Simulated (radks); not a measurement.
Initial-state core-level shifts of the titanium ion Ti+ when its valence configuration changes from [Ar] 3d2 4s1. All-electron calculation, scalar-relativistic Kohn-Sham, PBE, spin-polarised, spherical densities, finite nucleus; open shells are filled with parallel spins first; Fermi nuclear charge, rms radius 3.5921 fm. Program: a radial shooting solver on a logarithmic mesh with Libxc functionals. Shifts are changes of the shell-averaged eigenvalues in eV (positive: less bound); the change of the density at the nucleus, which sets a Mossbauer isomer shift, is in e/bohr^3, on a base of 8544.

[
 {"valence": "3d1.5 4s1 4p0.5", "1s": "-3.397", "2s": "-3.840", "3s": "-3.343", "3p": "-3.211", "density at nucleus": "+1.0591"},
 {"valence": "3d2 4s0.5 4p0.5", "1s": "-0.609", "2s": "-0.585", "3s": "-0.605", "3p": "-0.602", "density at nucleus": "-2.2525"},
 {"valence": "3d1 4s1 4p1", "1s": "-7.097", "2s": "-8.061", "3s": "-6.886", "3p": "-6.605", "density at nucleus": "+2.3196"},
 {"valence": "3d2 4p1", "1s": "-1.210", "2s": "-1.163", "3s": "-1.203", "3p": "-1.196", "density at nucleus": "-4.5368"},
 {"valence": "3d1.5 4s1.5", "1s": "-2.870", "2s": "-3.303", "3s": "-2.821", "3p": "-2.700", "density at nucleus": "+3.1791"},
 {"valence": "3d3", "1s": "+4.528", "2s": "+5.255", "3s": "+4.637", "3p": "+4.434", "density at nucleus": "-5.4969"},
 {"valence": "3d1 4s2", "1s": "-6.065", "2s": "-7.011", "3s": "-5.870", "3p": "-5.608", "density at nucleus": "+7.0200"},
 {"valence": "3d2.5 4s0.5", "1s": "+2.447", "2s": "+2.842", "3s": "+2.474", "3p": "+2.363", "density at nucleus": "-2.9647"},
 {"valence": "3d1 4s1.5 4p0.5", "1s": "-6.635", "2s": "-7.587", "3s": "-6.426", "3p": "-6.155", "density at nucleus": "+4.7266"}
]
